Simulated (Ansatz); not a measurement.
# How methods differ on BH3Br− (SMILES [BH3-]Br)

BH3Br− has 5 atoms, charge -1, and is taken as a singlet. SMILES: `[BH3-]Br`. Geometry: relaxed at GFN2-xTB.

```xyz
5

B     0.1055   -0.0473    0.1457
Br   -1.0442    0.4678   -1.4413
H     1.2341   -0.2172   -0.2603
H    -0.3525   -1.0667    0.6130
H     0.0571    0.8634    0.9429
```

Each level gives the energy change with the B1–H5 bond stretched from 1.211 to 2.423 Å (eV). The values are calculated.

| level | kind | program | value (eV) | less FCI/STO-3G | CPU time (all runs) |
| --- | --- | --- | --- | --- | --- |
| SVWN5/STO-3G (restricted) | LDA | Ansatz | 4.96 | +0.20 | 1.7 s |
| revPBE/STO-3G (restricted) | GGA | Ansatz | 4.57 | -0.19 | 2.5 s |
| r2SCAN/STO-3G (restricted) | meta-GGA | Ansatz | 4.98 | +0.22 | 5.8 s |
| BHLYP/STO-3G (restricted) | global hybrid | Ansatz | 5.68 | +0.92 | 2.4 s |
| r2SCAN0/STO-3G (restricted) | hybrid meta-GGA | Ansatz | 5.45 | +0.69 | 5.7 s |
| CAM-B3LYP/STO-3G (restricted) | range-separated hybrid | Ansatz | 5.39 | +0.63 | 2.8 s |
| B2PLYP/STO-3G (restricted) | double hybrid | Ansatz | 5.20 | +0.44 | 3.2 s |
| CCSDT/STO-3G (restricted) | coupled cluster or CI | Ansatz | 4.75 | -0.01 | 1 s |
| FCI/STO-3G | exact in the basis | Ansatz | 4.76 | 0.00 | 20 s |

FCI/STO-3G is exact within its basis and frozen core, so for wave-function methods in that basis the difference is their error; functionals converge differently with the basis, so for them it is only a difference. All-electron rows without a relativistic Hamiltonian named are non-relativistic. Sets without diffuse functions describe the anion poorly. The first shape isn't each level's own minimum. The values span 4.57 to 5.68 eV. All rows use very small basis sets, so even the best lies far from the true value. In the correlated wave-function rows the outer d shell of Br is correlated, in sets not made for it. Times are those of the runs behind each value, whatever else they computed, on shared processors of several kinds: orders of magnitude only.
